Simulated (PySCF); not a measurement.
Computed IR spectrum (relative IR intensity) of a molecule C2H5F3Si. Coordinates come from a PBE0-D3(BJ)/def2-SVP optimisation. Other conformers were not sampled. These are PBE0-D3(BJ)/def2-SVP in PySCF values and carry that method's errors. Frequencies are harmonic and unscaled.

ν (cm⁻¹): 259 (vw), 322 (w), 342 (m), 404 (m), 669 (w), 698 (w), 888 (vs), 947 (m), 966 (m), 1000 (s), 1005 (s), 1061 (w), 1245 (vw), 1282 (w), 1422 (w), 1478 (w), 3063 (w), 3069 (vw), 3160 (w) (against the strongest line: vs over 80 %, s over 45 %, m over 15 %, w over 4 %, vw less)

Which molecule gave these data?
(A) FC(F)[C@H](F)[SiH3]
(B) C[Si@@H](F)C(F)F
(C) CC(F)(F)[SiH2]F
(D) CC[Si](F)(F)F

D, CC[Si](F)(F)F
